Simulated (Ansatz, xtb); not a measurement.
Isomers of BO2S− in order of energy

3 gas-phase structures of BO2S−, found in a search over its isomers (lower ones may exist). Each was relaxed with GFN2-xTB:

A. a singlet given by its coordinates
B. `O=BS[O-]`, a singlet
C. a singlet given by its coordinates

A (Å):

```yaml
atoms:
  - { symbol: B, position_ang: [-2.3242, -0.2567, 1.0148] }
  - { symbol: O, position_ang: [-2.9816, -1.1987, 1.4320] }
  - { symbol: O, position_ang: [-1.3749, 0.6186, 0.7430] }
  - { symbol: S, position_ang: [-2.6308, 1.4170, -0.2357] }
```

Close contacts (Å): B1–O2 1.22, B1–O3 1.32, B1–S4 2.11, O3–S4 1.78.

C (Å):

```xyz
4

B     0.6957    0.0372   -0.2434
O     1.8328   -0.3690   -0.4063
O    -0.5404    0.2829   -0.0858
S    -1.4406    1.7752    0.1550
```

Close contacts (Å): B1–O2 1.22, B1–O3 1.27, O3–S4 1.76.

Question: Estimate their order in r2SCAN-D4/def2-SVPD energy at these geometries, lowest first.

Answer: Calculated order at r2SCAN-D4/def2-SVPD: A (0.0), C (1.2), B (22.6) kcal/mol.

Energies above the lowest of each column, in kcal/mol; the last columns are at PBE0-D3(BJ)/def2-SVPD geometries:

```csv
structure,GFN2-xTB,HF/STO-3G,r2SCAN-D4/def2-SVPD,PBE0-D3(BJ)/def2-SVPD,CCSD(T)/def2-SVPD + ΔMP2/def2-TZVPPD
A,2.0,0.0,0.0,0.1,0.7
C,0.0,2.8,1.2,0.0,0.0
B,31.2,61.1,22.6,24.1,20.5
```

CCSD(T)/def2-SVPD + ΔMP2/def2-TZVPPD has A and C within 1 kcal/mol of each other at the bottom, and every level picks one of them. CCSD(T)/def2-SVPD + ΔMP2/def2-TZVPPD orders those it was run on as C (0.0), A (0.7), B (20.5) kcal/mol. Less than 1 kcal/mol parts C and A, so the order within that pair means little. Flexible structures stand in one conformer each, not always the lowest. The ΔMP2 step shifts differences by up to 8.3 kcal/mol, which makes them less sure. Large T1 diagnostics make some coupled-cluster values less sure. ΔMP2 is the change of the MP2 energy from the smaller to the larger basis.

Programs: Ansatz 0.2.0, xtb 6.7.1.
